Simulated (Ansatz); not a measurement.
```yaml
crystal:
  periodic: [false, false, false]
  atoms:
    - {symbol: Al, position_ang: [0.700062, -1.424269, 1.147667]}
    - {symbol: Br, position_ang: [1.429364, -1.268270, 3.288721]}
    - {symbol: Br, position_ang: [0.701909, -3.366363, 0.026783]}
    - {symbol: O, position_ang: [-0.979781, -0.656584, 1.124063]}
    - {symbol: Al, position_ang: [-1.937768, 0.194378, -0.206520]}
    - {symbol: Br, position_ang: [-2.683971, -1.286813, -1.715740]}
    - {symbol: Br, position_ang: [-3.327412, 1.640959, 0.849626]}
    - {symbol: O, position_ang: [-0.575546, 1.218920, -0.917626]}
    - {symbol: Al, position_ang: [1.185573, 0.832099, -1.318351]}
    - {symbol: Br, position_ang: [1.312922, -0.473667, -3.136821]}
    - {symbol: Br, position_ang: [2.310302, 2.793988, -1.160640]}
    - {symbol: O, position_ang: [1.611711, -0.124812, 0.203188]}
    - {symbol: H, position_ang: [-1.344703, -0.507293, 2.013337]}
    - {symbol: H, position_ang: [-0.761627, 2.173318, -0.894668]}
    - {symbol: H, position_ang: [2.358975, 0.254411, 0.696971]}
basis:
  gaussian: {orbitals: def2-TZVP}
magnetization: {spin_polarized: true, initial_magnetization: 2}
hamiltonian: {xc: pbe0, dispersion: d4}
scf: {omitted_lower_state_checks: [starts]}
output: {orbitals: {seedname: orbitals}}
```

```sh
$ ansatz run in.yaml --threads 4 --pin off --events-out ev --progress --plain --max-ram 6963MiB
```

(1) Does this run fit into the memory that it is given?

## Answers

(1) No. It has 510 basis functions, and Ansatz plans for 13 GiB where 7 GiB are given.
